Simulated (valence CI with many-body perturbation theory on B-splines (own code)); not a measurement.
Results of a calculation; reference values are marked as such.
# Cl V: configurations and terms from energies and g

Level of theory: relativistic CI+MBPT: three valence electrons over a frozen Dirac-Fock core [Ne], radial functions for each j: 11 s, 11 p, 9 d, 7 f, 5 g, 2 h, 1 i, with the one-electron correlation potential Σ1, the two-electron term Σ2, the three-electron term Σ3, Breit, model QED; selected CI, second order for the rest, scaled by the run's own slope (own B-spline code, finite nucleus).

No measured spectrum was set against this ion. As an estimate, levels hold to about 100 cm⁻¹ or 0.05 % of their energy and the worst to 300 or 400 cm⁻¹, as in measured light ions of charge 2 to 7.

```csv
No.,J,Parity,E (eV),g
1,1/2,odd,0.000,0.666
2,3/2,odd,0.185,1.334
3,1/2,even,10.600,2.670
4,3/2,even,10.667,1.735
5,5/2,even,10.772,1.601
6,3/2,even,14.034,0.800
7,5/2,even,14.044,1.200
8,1/2,even,18.195,1.995
9,1/2,even,19.597,0.673
10,3/2,even,19.716,1.334
11,3/2,even,23.045,0.799
12,5/2,even,23.049,1.200
15,3/2,odd,28.934,2.001
16,3/2,odd,30.638,0.399
```

Energies count from the lowest level. Strongly mixed levels and levels close to another of their J and parity are left out, so the numbers can have gaps.

**Question.** Give configuration and LS term of each level.

**Answer.** 1: 3s2 3p 2P°; 2: 3s2 3p 2P°; 3: 3s 3p2 4P; 4: 3s 3p2 4P; 5: 3s 3p2 4P; 6: 3s 3p2 2D; 7: 3s 3p2 2D; 8: 3s 3p2 2S; 9: 3s 3p2 2P; 10: 3s 3p2 2P; 11: 3s2 3d 2D; 12: 3s2 3d 2D; 15: 3p3 4S°; 16: 3s 3p 3d 4F°.
